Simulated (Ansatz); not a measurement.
`C#C[SiH2]C#N`, charge 0, multiplicity 1.

**Question.** Give a relaxed structure at PBE0-D4/def2-TZVP (Ansatz). (Estimate.)

**Answer.** The calculation gave: 
```xyz
8

C    -2.192    0.255   -0.522
C    -1.019    0.332   -0.258
Si    0.743    0.467    0.138
C     1.410   -1.235    0.410
N     1.841   -2.289    0.583
H    -3.230    0.184   -0.755
H     1.497    1.060   -0.986
H     0.951    1.225    1.389
```
Point group Cs.
